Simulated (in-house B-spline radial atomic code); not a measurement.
## RPA and G0W0 on SCAN: Zn2+

Configuration [Ar] 3d10, mean-field start SCAN. Computed with a B-spline radial code for spherical atoms: all electrons, scalar-relativistic (spin-free one-electron X2C), finite nucleus, each spin shell either full or empty, empty states to l = 9 with an (l + 1/2)⁻⁴ tail; G0W0 by contour deformation at full frequency.

Command:
```bash
python run_gw.py task.json out
```
Settings (radii: box in bohr, nucleus in fm):
```
Z                        30
electrons                28
configuration            [Ar] 3d10
hamiltonian              x2c
method                   scan,scan
lmax                     9
rms_radius               3.9283
spin_polarised           False
box_radius               17.55
intervals                70
```

Time taken, with all properties: 2.8 s on 1 thread of Arm Neoverse N1, with other jobs on the host.

Energies (hartree):

| term | value |
| --- | --- |
| mean-field total | -1795.07582 |
| Hartree-Fock functional on these orbitals | -1793.39222 |
| direct second order | -2.6009 |
| second-order exchange | 0.73924 |
| SOSEX correction | 0.66003 |

(1) What is the RPA correlation energy, and what remains with SOSEX?

Quasi-particle levels (eV):

```
level  occupied  mean field  Σx - vxc     Σc  QP weight     G0W0
   3d       yes      -31.04    -11.38      ?          ?        ?
   4s        no     -22.286      5.80  -1.58      0.970  -18.062
```

G0W0 = mean field + (Σx - vxc) + Σc, with Σc (partial-wave tail included) taken at the quasi-particle energy. Only the outer levels were computed. Levels of low weight are left out.

(2) Where does G0W0 put 3d?

Answers

(1) RPA gives -2.1307 hartree (-2.07 eV per electron); RPA + SOSEX gives -1.4707, and the second-order doubles -1.8616 hartree (no singles). SOSEX takes back 31 % of the RPA value.

(2) At -39.38 eV, with Σc = 3.05 eV and a quasi-particle weight of 0.867. The tabulated removal energy is 39.723 eV (NIST, measured); the calculation leaves out spin-orbit coupling, Breit and QED terms, and what these don't explain is the method's own error.
